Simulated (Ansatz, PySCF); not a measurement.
Reaction (SMILES): CCCCl [1-chloropropane] -> [CH2]CCl + [CH3] (CH3) (the C-C bond at the site shown breaks; other sites are not compared here)
Geometries: B3LYP-D3(BJ)/def2-TZVP minima from Ansatz (a quantum-chemistry and plane-wave program), one conformer each, not searched for the lowest.
Geometry of the first species:
```xyz
11

C      0.8999    -0.6398     0.0082
C      2.3773    -0.2490     0.0173
C      0.0078     0.5856    -0.0017
H      0.6640    -1.2462     0.8852
H      0.6762    -1.2516    -0.8683
H      3.0115    -1.1363     0.0244
Cl    -1.7445     0.1396    -0.0126
H      2.6384     0.3393    -0.8652
H      2.6261     0.3447     0.8998
H      0.1587     1.2011     0.8831
H      0.1710     1.1957    -0.8881
```
Charge 0, spin multiplicity 1.

Wanted: bond dissociation energy (0 K, with B3LYP-D3(BJ) harmonic zero-point energies from PySCF), in eV. Correlated levels leave the core frozen unless marked. UHF or UKS for open shells. Spin-orbit coupling is left out. Non-relativistic. CBS marks a two-point X^-3 extrapolation of the correlation energy; Hartree-Fock from the larger set. [CCSD(T)-MP2]/basis is that difference in the basis named.

RI-MP2/CBS(cc-pV(T+d)Z,cc-pV(Q+d)Z)+[CCSD(T)-MP2]/cc-pV(T+d)Z (Ansatz) gives 3.84 eV.

Q: Another calculation gave 3.65 eV. Which level was it?
A. r2SCAN/def2-TZVPD (Ansatz)
B. HF/def2-TZVPD (PySCF)
C. wB97X-V/def2-TZVPD (Ansatz)
D. PBE0/def2-TZVPD (Ansatz)

A: D, PBE0/def2-TZVPD (Ansatz). The others give 3.39 (r2SCAN), 3.86 (wB97X-V), 2.45 (HF) eV.
